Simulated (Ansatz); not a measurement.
Geometry optimisation, UKS BLYP/6-31G* in Ansatz.

Input file:

```yaml
crystal:
  periodic: [false, false, false]
  atoms:
    - { symbol: F, position_ang: [-0.3196, -2.5722, 0.9964] }
    - { symbol: Al, position_ang: [-0.2255, -1.1205, -0.1274] }
    - { symbol: C, position_ang: [0.2423, 0.7407, -0.1079] }
    - { symbol: O, position_ang: [-0.8003, 0.4738, -0.859] }
    - { symbol: H, position_ang: [1.1188, 1.0622, -0.7544] }
    - { symbol: H, position_ang: [0.0264, 1.3519, 0.8061] }
magnetization:
  spin_polarized: true
basis:
  gaussian: { orbitals: "6-31G*" }
hamiltonian:
  xc: blyp
relax:
  f_tol: 0.02
  max_steps: 50
```

Run as:

```bash
$ ansatz run input.yaml --threads 2 --pin off --max-ram 3072MiB --backend cpu --events-out ev --progress --plain --runs-dir out
```

Q: Where does it end, and by what steps?

A: The forces met the threshold. After 10 steps the energy has fallen by 1.619 eV; F1 moved furthest, 0.39 Å.

```json
{"step": "0", "energy less start (eV)": "0.0000", "largest force component (eV/Å)": "5.036", "accepted": "yes"}
{"step": "1", "energy less start (eV)": "-0.9656", "largest force component (eV/Å)": "2.370", "accepted": "yes"}
{"step": "2", "energy less start (eV)": "-1.2866", "largest force component (eV/Å)": "4.586", "accepted": "yes"}
{"step": "3", "energy less start (eV)": "-1.5419", "largest force component (eV/Å)": "0.712", "accepted": "yes"}
{"step": "4", "energy less start (eV)": "-1.5648", "largest force component (eV/Å)": "0.886", "accepted": "yes"}
{"step": "5", "energy less start (eV)": "-1.6147", "largest force component (eV/Å)": "0.188", "accepted": "yes"}
{"step": "6", "energy less start (eV)": "-1.6162", "largest force component (eV/Å)": "0.130", "accepted": "yes"}
{"step": "7", "energy less start (eV)": "-1.6182", "largest force component (eV/Å)": "0.072", "accepted": "yes"}
{"step": "8", "energy less start (eV)": "-1.6187", "largest force component (eV/Å)": "0.057", "accepted": "yes"}
{"step": "9", "energy less start (eV)": "-1.6189", "largest force component (eV/Å)": "0.023", "accepted": "yes"}
{"step": "10", "energy less start (eV)": "-1.6189", "largest force component (eV/Å)": "0.004", "accepted": "yes"}
```

```xyz
6
Properties=species:S:1:pos:R:3
F -0.415 -2.636 0.629
Al -0.179 -1.045 0.228
C 0.346 0.767 -0.047
O -0.921 0.187 -0.726
H 1.105 1.078 -0.780
H 0.107 1.584 0.650
```

Whether the end is a true minimum wasn't checked by a vibrational analysis.

The run took 18 s on 2 threads of Intel(R) Xeon(R) CPU @ 2.60GHz (Ice Lake), with other jobs on the host, peak memory 0.2 GiB.
